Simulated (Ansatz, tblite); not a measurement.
Cost and result up the ladder for Ge(vinyl)Cl3 (C2H3Cl3Ge) (9 atoms). Charge 0, multiplicity 1. Geometry: PBE0-D4/def2-SVP.

```xyz
9

Ge    0.414   -0.723    0.895
C     0.199    0.126   -0.810
C    -0.730    1.061   -1.017
H     0.877   -0.195   -1.609
H    -1.409    1.386   -0.222
H    -0.846    1.539   -1.995
Cl   -0.975    0.092    2.312
Cl    2.393   -0.451    1.671
Cl    0.077   -2.835    0.776
```

Ansatz on 2 threads of AMD EPYC 7R13 on a shared host; xTB runs through tblite on one thread. Times are rough, summed over both states, and most runs start from the orbitals of an earlier one. PBE0-D4/def2-TZVP serves as the yardstick here, not as an exact answer. The other state is a triplet.

The xTB rows come from tblite.

xTB has no spin-polarisation term.

```tsv
level	functions	vertical triplet (eV)	difference from PBE0-D4/def2-TZVP (eV)
GFN1-xTB	50	5.09	0.94
PBE0-D4/def2-TZVP	239	4.15	0.00
GFN2-xTB	47	4.93	0.78
PBE-D4/def2-TZVP (with forces)	239	4.31	0.16
r2SCAN-D4/def2-TZVP	239	4.02	-0.13
```

Problem. Estimate how long each takes.

Solution. GFN2-xTB 0.021 s; GFN1-xTB 0.023 s; PBE-D4/def2-TZVP (with forces) 11 s; r2SCAN-D4/def2-TZVP 23 s; PBE0-D4/def2-TZVP 26 s. On shared hardware such times vary by a factor of up to 3.
